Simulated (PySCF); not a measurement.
Homolysis of single bonds, series Ga F-Cl. Isolated molecules, 0 K electronic values unless said otherwise. Strings in code marks are SMILES.

Method: B3LYP-D3(BJ)/def2-TZVP // PBE0-D4/def2-TZVP run with PySCF. B3LYP has the VWN-RPA correlation part, as in Gaussian. 

```json
[
 {"species": "radical fragment (`[F][Ga][F]`)", "dipole moment (D)": "2.44"},
 {"species": "whole molecule (`[F][Ga]([F])[Cl]`)", "dipole moment (D)": "1.04"},
 {"species": "radical fragment (`[F][Ga][Cl]`)", "dipole moment (D)": "2.10"},
 {"species": "whole molecule (`[F][Ga]([Cl])[Cl]`)", "dipole moment (D)": "0.88"},
 {"species": "radical fragment (`[Cl][Ga][Cl]`)", "dipole moment (D)": "1.74"},
 {"species": "whole molecule (`[Cl][Ga]([Cl])[Cl]`)", "dipole moment (D)": "?"}
]
```

### Question
What belongs in the gaps?

### Answer

- whole molecule (`[Cl][Ga]([Cl])[Cl]`), dipole moment (D): 0.00
